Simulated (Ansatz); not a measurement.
Isolated molecules relaxed with PBE0-D4/def2-TZVP in Ansatz; ΔE leaves out vibrations. CCSD(T)/CBS adds triple-zeta CCSD(T) − MP2 to the extrapolated MP2 energy (def2 sets, frozen cores). This one scheme is used for every species. Functionals use def2-TZVPP. For Ge outer-core shells are correlated without core-valence functions, which leaves a few kJ/mol of doubt a bond. Scalar relativity is left out up to krypton.

Reaction (germylene formation by 1,1-elimination): `[BH2][GeH]([CH3])[F]` → BH₃ + `[CH3][Ge][F]`

Task: Is it downhill or uphill in electronic energy at CCSD(T)/CBS, and by how much? (Estimate.)

Result: Ansatz gave: Uphill: ΔE = +23.2 kcal/mol.

Task: What do these levels give: PBE-D4, r2SCAN-D4, MP2/def2-TZVPP, SCS-MP2/def2-TZVPP, CCSD/def2-TZVPP, HF/CBS(def2)? (Best estimate.)

Result: Computed: PBE-D4 22.4, r2SCAN-D4 25.8, MP2/def2-TZVPP 26.7, SCS-MP2/def2-TZVPP 24.1, CCSD/def2-TZVPP 25.0, HF/CBS(def2) 18.9 kcal/mol.

Largest T1 diagnostic among the species: 0.013.

The D4 term adds +2.1 kcal/mol with B3LYP and +1.2 kcal/mol with PBE0; it sums over pairs of atoms, weighted by their polarisabilities, and B3LYP, whose exchange is more repulsive, gets the larger term. In def2-TZVPP, CCSD(T) changes the Hartree–Fock value by +5.9 kcal/mol (the triples alone add +0.4 kcal/mol) and MP2 by +7.2 kcal/mol.

B3LYP here is the variant with VWN-RPA as its local correlation; programs differ in this.
